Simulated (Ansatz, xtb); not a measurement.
# Relaxing a trial structure of F2HPSn

The starting geometry of this gas-phase singlet has its atoms placed at random.

```json
{"atom": "F", "x (Å)": "-1.2568", "y (Å)": "-1.1319", "z (Å)": "0.2336"}
{"atom": "F", "x (Å)": "0.4237", "y (Å)": "0.0648", "z (Å)": "0.2690"}
{"atom": "P", "x (Å)": "1.2095", "y (Å)": "0.7985", "z (Å)": "-1.2906"}
{"atom": "Sn", "x (Å)": "-1.6127", "y (Å)": "0.6637", "z (Å)": "0.3958"}
{"atom": "H", "x (Å)": "-0.6432", "y (Å)": "1.9620", "z (Å)": "-0.1555"}
```

Q: Guess where an optimisation with r2SCAN-D4/def2-SVP ends from this start.

A: It ends as a structure with F2 bridging P3 and Sn4, given below by its coordinates. Distances that change by over a tenth: F2–Sn4 (2.13 → 2.37 Å). Contacts that open: Sn4–H5 (1.71 → 3.06 Å). Contacts that close: F2–P3 (1.89 → 1.76 Å), P3–Sn4 (3.29 → 2.62 Å), P3–H5 (2.46 → 1.44 Å).

The energy falls by 5.04 eV over 12 steps:

```tsv
step	E − E(last) (eV)
1	5.045
2	3.243
3	2.004
5	0.555
6	0.217
7	0.068
8	0.060
10	0.002
11	0.000
12	0.000
```

Final geometry (Å):

```yaml
atoms:
  - { symbol: F, position_ang: [-1.6201, -1.5781, 0.0143] }
  - { symbol: F, position_ang: [0.7252, 0.3865, 0.5876] }
  - { symbol: P, position_ang: [0.3432, 0.9269, -1.0398] }
  - { symbol: Sn, position_ang: [-1.6396, 0.3055, 0.5571] }
  - { symbol: H, position_ang: [0.3117, 2.3163, -0.6669] }
```

From the same start GFN2-xTB ends elsewhere, differing in F2–Sn4 (3.34 against 2.37 Å here).

From so rough a start the end depends on the optimiser's path, so another program may land elsewhere. The end wasn't checked by frequencies. Atoms past krypton carry core potentials, without spin–orbit terms. Run with Ansatz 0.2.0, 18 s on 1 thread of Intel(R) Xeon(R) 6975P-C (Granite Rapids) (shared host).
